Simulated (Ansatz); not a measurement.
O2Zr (SMILES [O]=[Zr]=[O]) moved off its minimum; all values from Ansatz (a first-principles code), cores frozen in correlated methods. Elements past Kr take the def2 small-core potentials, without spin–orbit coupling.
(charge 0, multiplicity 1)
```xyz
3

Zr     0.22255    -0.18101     0.12006
O      0.62694     0.54605    -1.34594
O     -1.55436     0.24895     0.44552
```

Forces at r2SCAN/def2-TZVPP (eV/Å):

```json
[
 {"atom": "Zr1", "Fx": "-3.407", "Fy": "-0.961", "Fz": "3.637"},
 {"atom": "O2", "Fx": "0.941", "Fy": "1.583", "Fz": "-3.228"},
 {"atom": "O3", "Fx": "2.466", "Fy": "-0.622", "Fz": "-0.410"}
]
```

Task: Give the forces (eV/Å), the total energy and the dipole at CCSD(T)/def2-TZVPPD.

Result: 
```json
[
 {"atom": "Zr1", "Fx": "-2.903", "Fy": "-1.485", "Fz": "4.223"},
 {"atom": "O2", "Fx": "1.238", "Fy": "1.951", "Fz": "-4.024"},
 {"atom": "O3", "Fx": "1.665", "Fy": "-0.466", "Fz": "-0.199"}
]
```
Energy -196.9607 hartree, dipole 8.19 D.
